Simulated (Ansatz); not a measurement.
C2H7ClOSSi (`CO[SiH](Cl)SC`). The species carries charge 0 and has multiplicity 1. All single points use the PBE0-D4/def2-TZVP geometry. It is one conformer, not always the lowest.

```xyz
13

C    -2.239    1.086    0.644
O    -1.734    0.487   -0.534
Si   -0.386   -0.417   -0.594
Cl   -0.263   -1.157   -2.497
S     1.285    0.773   -0.094
C     2.535   -0.544   -0.036
H    -1.566    1.867    1.009
H    -2.384    0.345    1.438
H    -3.203    1.533    0.402
H    -0.445   -1.591    0.311
H     2.745   -0.919   -1.037
H     3.439   -0.101    0.379
H     2.215   -1.362    0.610
```

(1) What is the dipole moment at ωB97M-V/def2-TZVPP? (An estimate is asked.)

(2) And with PBE, r2SCAN, B3LYP? (An estimate is asked.)

(3) Give the Mulliken charges with ωB97M-V, B3LYP, PBE in def2-TZVPP. (Estimate.)

Answers

(1) Ansatz gave: 2.23 D, with components (0.50, -0.25, 2.16) D in this frame, pointing from negative to positive charge.

(2) Computed: PBE 2.12 D, r2SCAN 2.22 D, B3LYP 2.25 D.

(3) Ansatz gave: 
```tsv
atom	ωB97M-V	B3LYP	PBE
C1	-0.18	-0.13	-0.14
O2	-0.35	-0.36	-0.28
Si3	0.49	0.60	0.50
Cl4	-0.20	-0.24	-0.21
S5	-0.17	-0.21	-0.20
C6	-0.35	-0.28	-0.26
H7	0.12	0.11	0.10
H8	0.12	0.10	0.10
H9	0.13	0.12	0.11
H10	-0.04	-0.09	-0.09
H11	0.15	0.13	0.13
H12	0.14	0.12	0.12
H13	0.14	0.12	0.12
```

B3LYP here is the variant with VWN-RPA as its local correlation; programs differ in this.
